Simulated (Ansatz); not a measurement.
CH8ClNOSi2 (`CN([SiH2]O)[SiH2]Cl`), relaxed with RKS PBE0-D4/def2-TZVP in Ansatz 0.2.0 from a GFN2-xTB geometry. The force threshold is 0.005 eV/Å; the program also tests the step.

Charge 0, multiplicity 1.

Start:

```xyz
14

C     1.059    1.234   -0.609
N     0.227    0.130   -0.166
Si   -1.481    0.528   -0.054
O    -2.332   -0.665    0.613
Si    1.021   -1.227    0.527
Cl   -0.135   -2.862    0.258
H     0.568    1.759   -1.426
H     2.025    0.874   -0.957
H     1.231    1.949    0.200
H    -1.683    1.640    0.867
H    -1.887    0.803   -1.434
H    -2.123   -1.583    0.433
H     2.255   -1.451   -0.221
H     1.256   -1.128    1.968
```

Q: By how much does the energy fall, and how many steps does the optimiser take? (An estimate is asked.)

A: Ansatz gave: 20.45 kJ/mol, in 22 steps, 1 of them rejected.

Q: Which bonds change most? (An estimate is asked.)

A: Computed: Si5–Cl6 from 2.020 to 2.079 Å; Si3–O4 from 1.610 to 1.640 Å; Si3–H11 from 1.464 to 1.489 Å; Si3–H10 from 1.458 to 1.481 Å.

Q: Give the relaxed structure. (Estimate.)

A: The calculation gave: 
```xyz
14

C     1.032    1.102   -0.892
N     0.277    0.264    0.040
Si   -1.400    0.637    0.278
O    -2.189   -0.712    0.774
Si    0.951   -1.188    0.635
Cl    0.385   -2.838   -0.495
H     0.613    1.066   -1.903
H     2.072    0.774   -0.947
H     1.040    2.147   -0.566
H    -1.618    1.629    1.357
H    -1.905    1.179   -1.014
H    -2.171   -1.480    0.197
H     2.425   -1.103    0.529
H     0.487   -1.477    2.007
```
